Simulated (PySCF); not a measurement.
**Distorted geometries of [Ce(H2O)2]3+**

[Ce(H2O)2]3+ (singlet in the valence; each metal's 4f electrons, 1 of them, lie in its core potential, out of spins and levels). PySCF 2.14.0, RKS TPSS, Ce lcecp-1-SVP with ECP47, O def2-SVP, H def2-SVP; non-relativistic Hamiltonian with scalar-relativistic core potentials where named; density fitting; no spin-orbit coupling. Relaxed geometry:

```xyz
7

Ce    0.3220   -1.1232    0.0112
O    -0.0767    0.1859    1.9269
H     0.3567    1.0432    2.2096
H    -0.7011   -0.0076    2.6860
O     0.0266    0.1695   -1.9310
H     0.2136   -0.0920   -2.8796
H    -0.3290    1.1004   -2.0231
```

Problem. Order these distorted geometries by energy above the relaxed one, lowest first.
A.
```xyz
7

Ce    0.3433   -1.1085    0.0025
O    -0.1048    0.2033    1.9513
H     0.3402    1.0740    2.1742
H    -0.6836   -0.0229    2.7258
O     0.0213    0.1485   -1.9272
H     0.2108   -0.1263   -2.8999
H    -0.3152    1.1082   -2.0266
```
B.
```xyz
7

Ce    0.1521   -1.1523   -0.1382
O     0.1838    0.3791    1.9417
H     0.3107    1.0607    2.1276
H    -0.6336   -0.0029    2.6280
O     0.0059    0.1598   -2.0109
H     0.2139   -0.2317   -2.6408
H    -0.4208    1.0637   -1.9075
```
C.
```xyz
7

Ce    0.4952   -1.0090   -0.0797
O    -0.1365    0.0579    1.8136
H     0.0684    1.2424    2.3974
H    -0.6840   -0.0945    2.6598
O     0.1116    0.1841   -1.9159
H     0.2699   -0.2788   -2.9210
H    -0.3124    1.1742   -1.9543
```

Solution. A (0.04 eV), C (1.87 eV), B (6.56 eV).

Problem. Which forces (eV/Å) act in the one that lies 1.87 eV up?

Solution. 
```
Ce   0.40 -1.07  0.99
O    0.01  4.90  3.71
H   -0.13 -3.54 -2.55
H    0.01 -1.09 -0.81
O   -0.56  0.88 -2.94
H   -0.74  2.19  2.44
H    1.01 -2.26 -0.83
```
Forces carry noise of the integration grid, about 0.01 to 0.03 eV/Å.

No frequency check is given that shows the relaxed geometry to be a minimum. An lcecp potential fixes the number of 4f electrons, so in runs with it no electron can move into or out of that shell.
